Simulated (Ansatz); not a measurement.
CHNSi, SMILES `N#C[SiH]` (lower singlet) (charge 0, multiplicity 1). This singlet lies 1.09 eV below the relaxed triplet at the level B3LYP/cc-pVTZ // PBE0-D3(BJ)/def2-TZVP (Ansatz, a first-principles code).

The numbers are results of frozen-core CCSD(T)/cc-pVDZ // PBE0-D3(BJ)/def2-TZVP (Ansatz), not measurements.

Ansatz 0.2 input:
```yaml
crystal:
  periodic: [false, false, false]
  atoms:
    - { symbol: N, position_ang: [1.835496, -0.210206, 0.107874] }
    - { symbol: C, position_ang: [0.737702, 0.059996, -0.139783] }
    - { symbol: Si, position_ang: [-0.953527, 0.672632, -0.638456] }
    - { symbol: H, position_ang: [-1.619673, -0.522423, 0.023546] }
basis:
  gaussian: { orbitals: cc-pVDZ }
correlation:
  method: ccsd_t
```

Output:

```
Functional definition: HF
499 factors; integrals over basis functions are off by at most 9.6e-4 eV
mean field evaluation 1: about -10386.1512 eV, gradient 2.8e1 eV
mean field evaluation 2: about -10386.1559 eV, gradient 2.8e1 eV
mean field evaluation 4: about -10388.5886 eV, gradient 3.2e0 eV
mean field evaluation 8: about -10388.6450 eV, gradient 5.4e-4 eV
mean field evaluation 16: about -10388.6389 eV, gradient 2.5e-1 eV
mean field evaluation 32: about -10382.4168 eV, gradient 1.6e-2 eV
mean field -10388.64502599 eV, -381.7756630286 hartree, gradient 2.7e-6 eV, S^2 0.000000; 1 other end points of the search recorded, 0 dependent functions left out; unrestricted orbitals would lower it
7 core orbitals not correlated
reference -10388.64502599 eV, -381.7756630286 hartree; 7, 7 occupied and 37, 37 virtual orbitals, 499 factors
second order -9.63198211 eV of doubles, -0.00000000 eV of singles
cycle   1  -9.75679090 eV  change   -1.2e-1 eV  update   1.0e-1
cycle   2  -10.19779903 eV  change   -4.4e-1 eV  update   3.5e-2
cycle   3  -10.29534434 eV  change   -9.8e-2 eV  update   1.7e-2
cycle   4  -10.29678311 eV  change   -1.4e-3 eV  update   5.4e-3
cycle   5  -10.30096202 eV  change   -4.2e-3 eV  update   2.3e-3
cycle   6  -10.30091580 eV  change    4.6e-5 eV  update   7.3e-4
cycle   7  -10.30070672 eV  change    2.1e-4 eV  update   2.8e-4
cycle   8  -10.30070355 eV  change    3.2e-6 eV  update   1.2e-4
cycle   9  -10.30067105 eV  change    3.3e-5 eV  update   4.1e-5
cycle  10  -10.30065277 eV  change    1.8e-5 eV  update   1.3e-5
cycle  11  -10.30065705 eV  change   -4.3e-6 eV  update   4.9e-6
perturbative correction -0.43310620 eV, -0.0159163593 hartree
Total energy: -10399.37878924 eV, -382.1701215524 hartree
```
